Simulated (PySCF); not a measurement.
C3H8O2Si.
Numbering: `[SiH3:1][O:2][CH:3]1[CH2:4][O:5][CH2:6]1` (hydrogens: H7, H8, H9 on Si1; H10 on C3; H11, H12 on C4; H13, H14 on C6)

Computed geometry: GFN2-xTB, gas phase.

Problem. List the bond lengths, angles and torsions at this level.

Solution. 
```
          bond  length (Å)
        Si1–O2       1.625
         O2–C3       1.379
  C3–C4, C3–C6       1.536
  C4–O5, O5–C6       1.428
        Si1–H7       1.452
Si1–H8, Si1–H9       1.466
        C3–H10       1.095
C4–H11, C6–H14       1.092
C4–H12, C6–H13       1.094
```

Bonds in one row agree within 0.01 Å and their mean is given. A selection of angles:
```
     angle  degrees
 O2–Si1–H7     98.7
 O2–Si1–H8    110.6
 H7–Si1–H8    114.0
 H8–Si1–H9    107.9
 Si1–O2–C3    129.8
  O2–C3–C4    117.5
  O2–C3–C6    115.1
 O2–C3–H10    110.5
  C4–C3–C6     84.5
 C4–C3–H10    113.3
  C3–C4–O5     91.1
 C3–C4–H11    117.0
 C3–C4–H12    113.0
 O5–C4–H11    112.4
 O5–C4–H12    111.7
H11–C4–H12    110.3
  C4–O5–C6     92.6
```

Dihedral angles: Si1–O2–C3–C4 -72° (synclinal); O2–C3–C4–O5 -122° (anticlinal); C3–C4–O5–C6 7° (synperiplanar); C4–O5–C6–C3 -7° (synperiplanar); O2–C3–C6–O5 124° (anticlinal). The mirror-image conformer, all signs reversed, is as good.

Si1 (oxygen-bound silicon) is distorted tetrahedral (angles from 98.7° to 114.0°). O5 (cyclic ether oxygen) is bent (angle 92.6°). Of the pairs four or more bonds apart, Si1···H12 is among the closest relative to their van der Waals radii: 3.32 Å, 101 % of the sum of Bondi's values. The 4-membered ring C3–C4–O5–C6 has internal angles of 84.5° to 92.6°; it is slightly puckered (a soft mode that the optimisation may not have finished), 0.04 Å rms from its mean plane, widest ring torsion 7°. The 3 C–O bonds span 1.379 Å (O2–C3, drawn single) to 1.429 Å (O5–C6, drawn single), a spread of 0.050 Å.

Point group: C1 (no symmetry element, even within 0.4 Å). Whether it is a minimum is left open (no frequencies). One conformer, not necessarily the lowest.
